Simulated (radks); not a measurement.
The numbers below are computed, except where a source is named.
These are the eigenvalues of the occupied orbitals of an atom or ion with whole-number occupations (hartree). Level of theory: Dirac Kohn-Sham, exchange-only PBE, spin-unpolarised, spherical densities, point nucleus (a radial shooting solver on a logarithmic mesh with Libxc functionals).

| orbital | eigenvalue |
|---|---|
| 1s1/2 | -585.9687 |
| 2s1/2 | -79.73440 |
| 2p1/2 | -72.60832 |
| 2p3/2 | -70.09368 |
| 3s1/2 | -12.71904 |
| 3p1/2 | -10.13229 |
| 3p3/2 | -9.74675 |
| 3d3/2 | -5.20649 |
| 3d5/2 | -5.13920 |
| 4s1/2 | -1.96426 |
| 4p1/2 | -1.32638 |
| 4p3/2 | -1.28305 |

Which element is it, and in what charge state? The configuration may be excited. Open shells, if any, fill j = l - 1/2 first.

Answer. Z = 38, strontium, charge +2: Sr2+ in [Kr]. The list shows which subshells hold electrons but not how many an open one holds; the 1s level, -585.97 hartree, gives Z - s = 34.2 by -(Z - s)^2/2, which with screening and relativity narrows Z to a few neighbours, and the depths of the outer levels then fix element, charge and occupations together.
